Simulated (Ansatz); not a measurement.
Task: Name a neutral molecule of C, Ge, O and H with LUMO energy (PBE0/def2-TZVPP) between 0.45 and 0.75 eV and size of the dipole moment (B3LYP/def2-TZVPP) between 1.75 and 2.05 D (Ansatz, PBE0-D4/def2-TZVP geometry).

Result: `C[O][Ge]([O]C)([CH](C)C)[CH](C)C` (0.74 eV, 2.00 D); `C[CH2][GeH]([OH])[OH]` (0.61 eV, 1.76 D); `C[O][Ge]([CH3])([CH3])[O]C(C)(C)C` (0.75 eV, 1.76 D). Other molecules can fit too; these were computed, each in one conformer that needn't be the lowest.

B3LYP here is the variant with VWN-RPA as its local correlation; programs differ in this.
